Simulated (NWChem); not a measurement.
System: SiAsH₅O₂; SMILES [AsH2][SiH](O)O

The following NWChem deck was run.

```
start job
memory heap 200 mb stack 900 mb global 1100 mb
geometry units angstroms
  Si    -0.864915    -0.772654    -0.060576
  O     -1.808589    -0.006873     1.035491
  O     -1.515020    -0.724467    -1.562004
  As     1.059231     0.487211     0.135286
  H     -0.905072    -2.218926     0.139082
  H     -2.722591    -0.253683     1.152688
  H     -1.600454     0.097551    -2.037688
  H      1.475605    -0.207019     1.394653
  H      1.875469    -0.494728    -0.659269
end
basis spherical
  * library def2-svp
end
dft
  xc xpbe96 cpbe96
  disp vdw 4
  iterations 150
end
driver
  maxiter 120
end
task dft optimize
task dft freq
```

Output (shortened):

```
             Northwest Computational Chemistry Package (NWChem) 7.3.0
             --------------------------------------------------------

 C1  symmetry detected

                             Geometry "geometry" -> ""
                             -------------------------

 Output coordinates in angstroms (scale by  1.889725989 to convert to a.u.)

  No.       Tag          Charge          X              Y              Z
 ---- ---------------- ---------- -------------- -------------- --------------
    1 Si                  14.0000    -0.00561063    -0.99173245    -0.38421358
    2 O                    8.0000     1.42166998    -1.39915120     0.30512236
    3 O                    8.0000    -1.25900836    -1.80138899     0.28861252
    4 As                  33.0000    -0.03135318     1.26877665     0.08204334
    5 H                    1.0000    -0.10475141    -1.53708841    -1.73548578
    6 H                    1.0000     1.70556396    -2.30911107     0.34290104
    7 H                    1.0000    -1.51931562    -1.64665237     1.19281633
    8 H                    1.0000     0.91675519     1.58603625    -1.03230163
    9 H                    1.0000    -1.18634130     1.52576208    -0.84624931

 Effective nuclear repulsion energy (a.u.)     354.8245535884

                                Z-matrix (autoz)
                                --------

 Units are Angstrom for bonds and degrees for angles

[...]

      ----------------------
      Optimization converged
      ----------------------

  Step       Energy      Delta E   Gmax     Grms     Xrms     Xmax
  ---- ---------------- -------- -------- -------- -------- --------
@   18   -2677.78109008  5.0D-08  0.00002  0.00001  0.00067  0.00179
                                     ok       ok       ok       ok

                                Z-matrix (autoz)
                                --------

 Units are Angstrom for bonds and degrees for angles

[...]

 Rotational Constants
 --------------------
 A=   0.199597 cm-1  (  0.287169 K)
 B=   0.061743 cm-1  (  0.088833 K)
 C=   0.051204 cm-1  (  0.073669 K)

 Temperature                      =   298.15K
 frequency scaling parameter      =   1.0000

 Zero-Point correction to Energy  =   32.415 kcal/mol  (  0.051657 au)
 Thermal correction to Energy     =   36.964 kcal/mol  (  0.058907 au)
 Thermal correction to Enthalpy   =   37.557 kcal/mol  (  0.059850 au)

 Total Entropy                    =   84.134 cal/mol-K
   - Translational                =   40.701 cal/mol-K (mol. weight = 139.9275)
   - Rotational                   =   27.326 cal/mol-K (symmetry #  =        1)
   - Vibrational                  =   16.107 cal/mol-K

 Cv (constant volume heat capacity) =   24.526 cal/mol-K
   - Translational                  =    2.979 cal/mol-K
   - Rotational                     =    2.979 cal/mol-K
   - Vibrational                    =   18.567 cal/mol-K

[normal modes left out]

 ----------------------------------------------------------------------------
 Normal Eigenvalue ||           Projected Infra Red Intensities
  Mode   [cm**-1]  || [atomic units] [(debye/angs)**2] [(KM/mol)] [arbitrary]
 ------ ---------- || -------------- ----------------- ---------- -----------
    1       -0.000 ||    0.000064           0.001         0.063       0.011
    2       -0.000 ||    0.000141           0.003         0.138       0.024
    3       -0.000 ||    0.000000           0.000         0.000       0.000
    4       -0.000 ||    0.000047           0.001         0.046       0.008
    5        0.000 ||    0.000080           0.002         0.078       0.014
    6        0.000 ||    0.000061           0.001         0.059       0.010
    7      114.064 ||    0.000555           0.013         0.541       0.094
    8      137.161 ||    0.004514           0.104         4.401       0.763
    9      176.270 ||    0.002507           0.058         2.444       0.424
   10      245.184 ||    0.042811           0.988        41.734       7.238
   11      294.502 ||    0.079293           1.829        77.299      13.406
   12      336.504 ||    0.081279           1.875        79.235      13.741
   13      383.722 ||    0.100291           2.314        97.769      16.955
   14      563.335 ||    0.009613           0.222         9.371       1.625
   15      613.170 ||    0.016118           0.372        15.713       2.725
   16      715.059 ||    0.154320           3.560       150.439      26.090
   17      759.410 ||    0.121196           2.796       118.148      20.490
   18      807.649 ||    0.038587           0.890        37.616       6.524
   19      858.863 ||    0.258200           5.957       251.706      43.652
   20      878.067 ||    0.141395           3.262       137.839      23.905
   21      920.161 ||    0.106618           2.460       103.937      18.025
   22      953.421 ||    0.013762           0.318        13.416       2.327
   23     2123.996 ||    0.053109           1.225        51.774       8.979
   24     2141.539 ||    0.077001           1.776        75.064      13.018
   25     2170.717 ||    0.156906           3.620       152.960      26.527
   26     3742.425 ||    0.071829           1.657        70.022      12.143
   27     3750.499 ||    0.066749           1.540        65.070      11.285
 ----------------------------------------------------------------------------
```

Level: PBE-D3(BJ)/def2-SVP.
